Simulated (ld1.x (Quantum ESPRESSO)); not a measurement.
Cu: excitation energies, all-electron against TM

Cu, norm-conserving Troullier–Martins (Kleinman–Bylander form), made with ld1.x (Quantum ESPRESSO) 7.5 (PBE, fully relativistic). Core [Ne], reference 3s2 3p6 3d9.5 4s0 4p0 (charge +1.5). Waves: 3p (bound): rc 1.15 bohr; 3d (bound): rc 1.50 bohr; 3s (bound): rc 0.95 bohr. Local part: the s channel. Core correction: none.

Open shells are filled in proportion to 2j + 1 (rel_dist='average').

Energies are relative to the spin-unpolarised reference configuration 3s2 3p6 3d9.5 4s0 4p0; without spin polarisation the order of configurations can differ from experiment. The frozen-core shift is the all-electron ΔE with the core orbitals held at their reference shape minus the fully relaxed ΔE.

| valence configuration | charge | ΔE all-electron (eV) | error AE − PS (meV) | frozen-core shift (meV) |
| --- | --- | --- | --- | --- |
| 3s2 3p6 3d10 4s1 4p0 | 0 | -16.817 | +273 | 0.0 |
| 3s2 3p6 3d10 4s0 4p0 | +1 | -8.668 | -1.3 | 0.0 |
| 3s2 3p6 3d10 4s0.5 4p0 | +0.5 | -13.654 | +157 | 0.0 |
| 3s2 3p6 3d9 4s1 4p1 | 0 | -10.006 | +460 | +0.1 |
| 3s2 3p6 3d7 4s0 4p0 | +4 | 111.392 | +314 | +0.7 |

(1) What are ΔE and the potential's error for 3s2 3p6 3d9 4s0 4p0?

(2) What are ΔE and the potential's error for 3s2 3p6 3d9 4s2 4p0?

Results:

(1) ΔE = 12.665 eV all-electron; the error (AE − PS) is +0.4 meV.

(2) ΔE = -14.846 eV all-electron; the error (AE − PS) is +741 meV.
